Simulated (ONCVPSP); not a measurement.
**Which change was made? (Co, ONCV)**

ONCVPSP 4.0.1 input, shortened (lines: element, Z, core and valence counts, functional; n l f; lmax; l rc ep ncon nbas qcut; lloc lpopt rc5 dvloc0; l nproj debl; icmod fcfact rcfact), PBE, scalar-relativistic:

```
  Co 27.00    3    5        4      upf
    1    0    2.00
    2    0    2.00
    2    1    6.00
    3    0    2.00
    3    1    6.00
    3    2    7.00
    4    0    1.50
    4    1    0.50
    2
    0    1.40    0.00    3    7    8.80
    1    1.65    0.00    5    8    6.60
    2    1.40    0.00    4    9   12.60
    4    5    0.90    1.00
    0    2    3.70
    1    2    2.00
    2    2    1.50
    2    0.75    0.65
```

Cutoffs, loose and tight: the cutoffs (Ha) at which the residual kinetic energy of the hardest occupied pseudo-wave falls to 1 and 0.1 mHa per electron. They do not see the model core or the augmentation charge, which bear on the density cutoff. Test errors are all-electron minus pseudo excitation energies from the reference, over the configurations 3s2 3p6 3d7 4s2 4p0; 3s2 3p6 3d7 4s1 4p0; 3s2 3p6 3d7 4s0 4p0; 3s2 3p6 3d8 4s0 4p0; variants that change the core or the reference have their own tests.

The base gives: outcome: generated; cutoff, loose: 57 Ha; cutoff, tight: 70 Ha; bound ghosts: none; GHOST(+) flags above zero: p; largest test error (meV): +13.

**Question.** After one change the result is: outcome: generated; cutoff, loose: 124 Ha; cutoff, tight: 137 Ha; bound ghosts: none; GHOST(+) flags above zero: p; largest test error (meV): -53. Which change was it?
A. d: qcut 19
B. d: qcut 9.1
C. d: qcut 8.2

**Answer.** A. The others give: d: qcut 8.2 → outcome: generated; cutoff, loose: 99 Ha; cutoff, tight: 160 Ha; bound ghosts: none; GHOST(+) flags above zero: p; largest test error (meV): +43 | d: qcut 9.1 → outcome: generated; cutoff, loose: 52 Ha; cutoff, tight: 138 Ha; bound ghosts: none; GHOST(+) flags above zero: p; largest test error (meV): +33.
